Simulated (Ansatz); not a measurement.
Gas-phase reaction R1 + R2 → P1 + P2, each structure at its B3LYP-D3(BJ)/def2-TZVP stationary point, reached from a drawn start (curvature not checked).
R1: C2H6Zn (SMILES [CH3][Zn][CH3]), charge 0, multiplicity 1.
P1, CH4 (SMILES C) (charge 0, multiplicity 1, Z-matrix in Å and degrees):
```
C
H 1 1.0892
H 1 1.0892 2 109.47
H 1 1.0892 2 109.47 3 -120.00
H 1 1.0892 2 109.47 4 -120.00
```
R2, HCl (SMILES Cl) (charge 0, multiplicity 1, Z-matrix in Å and degrees):
```
Cl
H 1 1.2820
```
P2, CH3ClZn (SMILES [CH3][Zn][Cl]) (charge 0, multiplicity 1):
```
atom    x (Å)    y (Å)    z (Å)
----  -------  -------  -------
C     -0.8012   0.1409   0.0073
Zn     1.1082  -0.1949  -0.0101
Cl     3.2008  -0.5629  -0.0291
H     -1.1480   0.2736   1.0321
H     -1.3326  -0.6996  -0.4390
H     -1.0272   1.0430  -0.5612
```

P less R. No zero-point or thermal terms; no spin–orbit coupling.

Cores are frozen in the correlated methods. CBS: X⁻³ extrapolation of the correlation energy, Hartree–Fock from the larger set.

Programs: Ansatz (an electronic-structure program). Each number belongs to the level named beside it.

### Question
What reaction energy does CCSD(T)/CBS(def2-TZVPP, def2-QZVPP) give?

### Answer
-1.80 eV

### Question
What is the computed reaction energy (HF/def2-SVP)?

### Answer
-2.05 eV

### Question
Estimate the reaction energy that SCS-MP2/def2-SVP returns for this input.

### Answer
-1.73 eV
